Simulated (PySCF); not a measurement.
## Trend along the fourth-period p block: MAs cations

PBE0 with triple-zeta basis sets in PySCF, for the lowest determinant that a PBE0 search found; no spin–orbit coupling. De refers to high-spin ground-configuration atoms (the charge goes to the atom of lower measured ionisation energy or higher electron affinity, which is not always the lowest computed limit). A positive dipole points towards As; it is taken about the centre of mass and depends on that origin.

```
 M        basis  charged atom  state (unpaired electrons)  Re (Å)  ωe (cm⁻¹)  De (eV)  μ (D)
Ga  def2-TZVPPD           Ga+         quartet (σ ↑, π ↑↑)   2.704        126     0.69  -2.49
Ge  def2-TZVPPD           Ge+              triplet (π ↑↑)   2.405        289     2.76  -1.45
Br  def2-TZVPPD           As+               doublet (π ↑)   2.180        392     3.92   2.08
```

The shortest bond is that of AsBr⁺ (2.180 Å), the longest that of GaAs⁺ (2.704 Å). AsBr⁺ is bound most strongly (3.92 eV) and GaAs⁺ least (0.69 eV).

The state changes along the series, so neighbouring rows are not always alike in their bonding.

Spin–orbit coupling is left out. For an ion De counts to the pair picked by the measured ionisation energies or electron affinities, which need not be the lowest pair at this level. States were picked by a PBE0 search and need not be the measured ground states.
